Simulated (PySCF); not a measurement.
Spectra and structures to be paired. The calculation used PySCF, TDDFT CAM-B3LYP/def2-SVPD, vertical, gas phase, core orbitals frozen in the response. Geometries: PBE0-D3(BJ)/def2-SVP; one conformer of each isolated species. Triplets are in the Tamm–Dancoff approximation.

A. `[SiH3]CC1=CN2C=CC=CC2=N1`
B. `C1[C@H]([N+](C)(C)[AlH2-][CH2]1)C(F)F`
C. `c1ccccc1O[SiH2]O[SiH3]`
D. `n1ccc(nn1)F`
E. `C#CCC(=C)C1=CN=CN1[SiH3]`

Lowest singlet levels (six at most, fewer where fewer were computed) with oscillator strengths:

1. 246 nm (f 0.288); 208 nm (f 0.009); 204 nm (f 0.001); 198 nm (f 0.034); 196 nm (f 0.005); 192 nm (f 0.004); T1 3.29 eV
2. 335 nm (f 0.005); 281 nm (f 0.000); 275 nm (f 0.000); 243 nm (f 0.004); 208 nm (f 0.012); 185 nm (f 0.037); T1 2.70 eV
3. 237 nm (f 0.021); 208 nm (f 0.079); 191 nm (f 0.001); 188 nm (f 0.002); 179 nm (f 0.827); 178 nm (f 0.006); T1 4.03 eV
4. 190 nm (f 0.027); 185 nm (f 0.013); 184 nm (f 0.001); 172 nm (f 0.046); 169 nm (f 0.074); 166 nm (f 0.047); T1 6.16 eV
5. 282 nm (f 0.105); 254 nm (f 0.010); 212 nm (f 0.041); 211 nm (f 0.433); 204 nm (f 0.002); 200 nm (f 0.483); T1 3.14 eV

Question: Match each spectrum to its molecule.

Answer: 1 = E, 2 = D, 3 = C, 4 = B, 5 = A.
- A: S1 at 4.39 eV, HOMO→LUMO (92%); Löwdin shares by element: HOMO carbon 47% or more, nitrogen 12% or more (atoms not listed hold the other 41%); LUMO carbon 55% or more, nitrogen 11% or more (atoms not listed hold the other 34%); HOMO -7.30 and LUMO -0.07 eV.
- B: S1 at 6.53 eV, HOMO→LUMO+1 (58%), HOMO→LUMO+3 (16%), HOMO→LUMO+2 (14%); Löwdin shares by element: HOMO carbon 50% or more, aluminium 21%, hydrogen 6% or more (atoms not listed hold the other 23%); LUMO aluminium 22%, hydrogen 13% or more, carbon 10% or more (atoms not listed hold the other 54%); HOMO -8.37 and LUMO 0.93 eV.
- C: S1 at 5.24 eV, HOMO→LUMO (75%), HOMO-1→LUMO+2 (23%); Löwdin shares by element: HOMO carbon 49% or more, oxygen 17% or more (atoms not listed hold the other 33%); LUMO carbon 72% or more (atoms not listed hold the other 28%); HOMO -7.93 and LUMO 0.67 eV.
- D: S1 at 3.70 eV, HOMO→LUMO (97%); Löwdin shares by element: HOMO nitrogen 87%, carbon 5% or more; LUMO nitrogen 44% or more, carbon 35% or more (atoms not listed hold the other 22%); HOMO -9.21 and LUMO -1.30 eV; point group Cs, 2 of its 6 listed states under f = 0.0005.
- E: S1 at 5.05 eV, HOMO→LUMO (97%); Löwdin shares by element: HOMO carbon 69% or more (atoms not listed hold the other 31%); LUMO carbon 60% or more (atoms not listed hold the other 40%); HOMO -7.62 and LUMO 0.10 eV.

Without π bonds the low states are Rydberg-like; a valence basis with one diffuse set may place them up to an eV too high.
